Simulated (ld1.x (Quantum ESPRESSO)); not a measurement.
# PBE TM dataset for thulium, scalar-relativistic all-electron reference.

| Item | Value |
| --- | --- |
| Element | Tm (Z = 69) |
| Generator | ld1.x (Quantum ESPRESSO) 7.5 |
| Type | norm-conserving Troullier–Martins (Kleinman–Bylander form) |
| Functional | PBE |
| Relativity | scalar-relativistic |
| Frozen core | [Kr] 4d10 |
| Valence charge | 23 |
| Reference configuration | 4f12.5 5s2 5p6 5d0.5 6s2 6p0 |
| Partial waves | 5s (bound): rc 1.20 bohr; 5d (bound): rc 3.50 bohr; 4f (bound): rc 1.05 bohr; 5p (bound): rc 2.45 bohr |
| Local potential | the p channel |
| Core correction | a·sin(br)/r model core inside 0.55 bohr |

Occupied shells without a wave of their own: 6s. They enter only through the test configuration that unscreens the potential, and ld1.x also counts them in the model core charge.

All-electron outer shells of the reference configuration (PBE, scalar-relativistic, ld1.x):

| shell | level (eV) | outermost node (bohr) | outermost maximum (bohr) |
| --- | --- | --- | --- |
| 4p | -330.02 | 0.26 | 0.49 |
| 4d | -175.22 | 0.24 | 0.50 |
| 5s | -55.59 | 0.59 | 1.08 |
| 5p | -28.73 | 0.63 | 1.24 |
| 4f | -6.28 | – | 0.49 |
| 6s | -4.24 | 1.48 | 3.25 |
| 5d | -1.41 | 0.71 | 1.97 |
| 6p | -1.27 | 1.81 | 4.50 |

Problem. Does the generator finish with these settings?

Solution. No. ld1.x (Quantum ESPRESSO) 7.5 stopped with "run_pseudo: Errors in PS-KS equation": the pseudo-atom solver did not find the valence states with the expected number of nodes, which is the usual sign of a ghost state. Before that it printed "Warning: n=2, l=0 expected 1 nodes, found 2".
